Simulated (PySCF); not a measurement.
## Spin states of BiB⁺

Unrestricted PBE0; PySCF, scalar-relativistic core potentials, basis sets Bi def2-SVPD with ECP60, B def2-SVPD. Outer shells of the fragments: Bi+ 5d10 6s2 6p2; B 2s2 2p1.

Followed along the bond (rough minima from three points):

```
2Ms+1   unpaired  ⟨S²⟩ at the start  R at minimum (Å)  Te (eV)
    4  σ ↑, π ↑↑               3.76              2.28     0.00
    2  σ ↓, π ↑↑               1.76              2.29     0.34
    2  σ ↑, π ↑↓               1.76              2.28     0.41
    2        σ ↑               0.81              2.28     1.10
    2        π ↑               0.75  none in the scan   ≤ 1.38
```

Solutions found at the starting distance of 2.375 Å, counted from the lowest of them; the search is not exhaustive and high or unbound solutions are not listed, so other states can lie among these:

```
2Ms+1   unpaired   term  E (eV)  ⟨S²⟩  ⟨Lz²⟩  μ (D)
    4  σ ↑, π ↑↑    ⁴Σ⁻    0.00  3.76   0.00   2.30
    2  σ ↓, π ↑↑  mixed    0.32  1.76   0.00   2.41
    2  σ ↑, π ↑↓  mixed    0.42  1.76   2.01   2.22
    2        σ ↑  mixed    1.10  0.81   2.00   1.94
    2        π ↑     ²Π    1.57  0.75   1.00   0.35
    2        π ↑     ²Π    1.64  0.78   1.03   2.66
    4      π ↑↑↑     ⁴Π    2.42  3.79   1.00   2.66
    4  σ ↑, π ↑↑  mixed    2.45  3.76   2.01   0.45
    4  π ↑↑, δ ↑     ⁴Δ    9.43  3.76   4.00   4.11
```

A term symbol is given only where ⟨S²⟩ and ⟨Lz²⟩ are close to those of a pure state; real π, δ and φ orbitals otherwise mix terms. A positive dipole points towards B; it is taken about the centre of mass and depends on that origin.

These are scalar-relativistic numbers at best; spin–orbit coupling would shift them, the dissociation energy most.
